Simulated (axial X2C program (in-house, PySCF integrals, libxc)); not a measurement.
BaI: from Re and ωe to a spectrum

A bond curve at the PBE0 level, with spin–orbit coupling, was computed with an axial X2C code built on PySCF integrals (basis Ba dyall-v2z [12s13p8d], I dyall-v2z [9s9p7d] (cores contracted in-house)) for the state Ω = 1/2 (⟨Sz⟩ = 0.50, ⟨Lz⟩ = 0.00 at PBE0). Its fit gives Re = 3.1157 Å, ωe = 150.8 cm⁻¹, ωexe = 0.259 cm⁻¹ and αe = 6.392e-05 cm⁻¹; the masses are 137.9052 and 126.9045 u. Two-component means X2C with spin–orbit coupling and atomic mean-field Coulomb and Gaunt terms.

**Question.** Find the reduced mass, Be and the force constant.

**Answer.** From the PBE0 values: μ = 66.0882 u. Be = 16.8576/(μ Re²) = 0.02628 cm⁻¹. k = 5.8918×10⁻⁷ μ ωe² = 0.885 mdyn/Å.

**Question.** The dipole moment p changes by 4.57 D/Å at Re. What harmonic infrared intensity follows?

**Answer.** I = 42.256 × (dp/dR)²/μ = 13 km/mol.

**Question.** Where do the fundamental and the first overtone lie?

**Answer.** ν(1←0) = ωe − 2ωexe = 150.3 cm⁻¹; ν(2←0) = 2ωe − 6ωexe = 300.0 cm⁻¹.

**Question.** Estimate De from a Morse curve and compare with the computed well depth of 3.321 eV to Ba + I.

**Answer.** De(Morse) = ωe²/(4ωexe) = 2.722 eV against 3.321 eV computed, a ratio of 0.82. The extrapolation falls short: long-range attraction (ionic or ion–induced dipole) or a change of character along the curve can cause this.

**Question.** A Morse curve ties αe to the other constants (Pekeris). How well does that hold?

**Answer.** αe(Morse) = 6Be²/ωe × (√(ωexe/Be) − 1) = 5.878e-05 cm⁻¹; the PBE0 curve gives 6.392e-05 cm⁻¹, a ratio of 0.92.

One determinant describes the state; a PBE0 search over occupations chose it and may have missed a lower one. Dissociation energies refer to the lowest single-determinant-based atoms at the same level and basis. Density functionals use the spin component along the axis (collinear). Without a current term, density functionals place determinants with orbital angular momentum somewhat too high.
